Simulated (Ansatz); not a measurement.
Gas-phase electronic energies from Ansatz, PBE0-D4/def2-TZVP geometries. CBS: MP2 limit from def2 TZ/QZ plus the TZ coupled-cluster correction, frozen cores. Functionals use def2-TZVPP. Each species was taken in one conformer, which may not be the lowest.

`B[SiH](Cl)BN` + `CS[SiH2]O` → `BO[SiH2]SC` + `NB[SiH2]Cl`  (cleavage of the B–Si bond)

`B[SiH](Cl)BN`:

Cartesian coordinates in Å:
```
B 1.200 0.612 1.814
Si 0.630 0.726 -0.094
Cl -0.743 2.272 -0.419
B -0.252 -0.987 -0.705
N -1.563 -0.923 -1.131
H 0.665 1.212 2.697
H 2.092 -0.134 2.098
H 1.817 1.042 -0.941
H 0.318 -2.040 -0.702
H -2.083 -1.722 -1.459
H -2.081 -0.058 -1.158
```

`CS[SiH2]O`:

Cartesian coordinates in Å:
```
C -0.636 1.152 1.092
S -1.417 0.014 -0.092
Si 0.261 -1.173 -0.607
O 1.456 -0.333 -1.367
H 0.169 1.714 0.621
H -0.254 0.609 1.956
H -1.409 1.846 1.421
H -0.306 -2.249 -1.460
H 0.922 -1.710 0.605
H 1.213 0.131 -2.170
```

`BO[SiH2]SC`:

```xyz
12

B    -0.893   -1.036   -1.695
O    -1.326   -0.901   -0.427
Si   -0.487   -0.879    1.006
S    -0.169    1.083    1.709
C     1.018    1.658    0.458
H     0.280   -1.199   -1.918
H    -1.702   -0.985   -2.578
H    -1.317   -1.563    2.020
H     0.815   -1.556    0.772
H     1.374    2.633    0.788
H     0.539    1.769   -0.515
H     1.867    0.977    0.381
```

`NB[SiH2]Cl`:

Cartesian coordinates in Å:
```
N -1.086 -0.276 1.227
B 0.178 -0.416 0.683
Si 0.644 0.496 -1.051
Cl 1.182 -0.942 -2.445
H -1.366 -0.719 2.088
H -1.821 0.266 0.802
H 0.975 -1.094 1.266
H 1.793 1.433 -0.934
H -0.499 1.252 -1.638
```

```json
{"level": "PBE0-D4", "ΔE (kcal/mol)": "-32.0"}
{"level": "PBE", "ΔE (kcal/mol)": "-31.2"}
{"level": "r2SCAN", "ΔE (kcal/mol)": "-32.9"}
{"level": "MP2/CBS(def2)", "ΔE (kcal/mol)": "-34.9"}
```

**Question.** What does CCSD(T)/CBS give? (Best estimate.)

**Answer.** Computed: -33.9 kcal/mol. The listed levels differ from it by 1.9, 2.7, 1.0, -1.0 kcal/mol.

Largest T1 diagnostic among the species: 0.013.

From PBE to PBE0 (25 % exact exchange), in def2-TZVPP and without D4, ΔE moves by −1.0 kcal/mol. In def2-TZVPP, CCSD(T) changes the Hartree–Fock value by +3.6 kcal/mol (the triples alone add +0.3 kcal/mol) and MP2 by +2.6 kcal/mol.
